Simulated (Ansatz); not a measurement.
Basis-set extrapolation for C$_{2}$H$_{8}$FNSi (`N[SiH2]CCF`) (PBE0-D4/def2-TZVP geometry, frozen core, Ansatz 0.2.0). Multiplicity 1, RHF reference.

```
                      def2-TZVPP   def2-QZVPP
                 HF  -523.355792  -523.376085
    MP2 correlation    -0.936864    -1.008409
CCSD(T) correlation    -1.018098      not run
```

Energies in hartree. Use E(X) = E(∞) + A·exp(−7.88·√X) for Hartree–Fock and E(X) = E(∞) + B·X^(−2.97) for correlation, with X = 3 and 4, and add CCSD(T) minus MP2 of the smaller set to the MP2 limit.

Task: What is the CCSD(T) energy at the basis-set limit?

Result: HF limit: -523.376085 + (-0.020293) × 0.13774 = -523.37888. MP2 limit: -1.008409 + (-0.071545) × 0.74074 = -1.06141. Higher-order term: -1.018098 − (-0.936864) = -0.08123. Total: -524.52152 hartree, 4.02 eV below CCSD(T)/def2-TZVPP.
